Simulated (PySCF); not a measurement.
B(CCH)(F)(H) (C₂H₂BF), SMILES C#CBF. Atoms are numbered in the order given.

```xyz
6

B     -0.5254    -0.7030     0.0000
C     -0.1185     0.7685     0.0000
C      0.1541     1.9677     0.0000
H      0.4017     3.0219     0.0000
F      0.4113    -1.6522     0.0000
H     -1.6904    -1.0544     0.0000
```

The structure is a stationary point at PBE-D3(BJ)/def2-SVP.

The numbers are results of PySCF with HF/pcSseg-2, not measurements.

GIAO shieldings, no solvent; atoms alike by connectivity are averaged. δ = σ(ref) − σ: ¹¹B against BF3 (σ = 104.0 ppm); ¹³C against TMS (σ = 193.3 ppm); ¹H against TMS (σ = 31.98 ppm); ¹⁹F against CFCl3 (σ = 237.3 ppm), references at their B3LYP-D3(BJ)/def2-TZVP geometries, non-relativistic.

```
atoms  nucleus  count  δ (ppm)
-----  -------  -----  -------
B1         ¹¹B      1     27.8
C3         ¹³C      1    120.0
C2         ¹³C      1        ?
H6          ¹H      1        ?
H4          ¹H      1     4.24
F5         ¹⁹F      1        ?
```

Problem. Fill in the missing entries. (Estimate from the structure and the level; the computed values follow.)

Solution. 
- H6, δ (ppm): 5.02
- F5, δ (ppm): -20.4
- C2, δ (ppm): 86.9
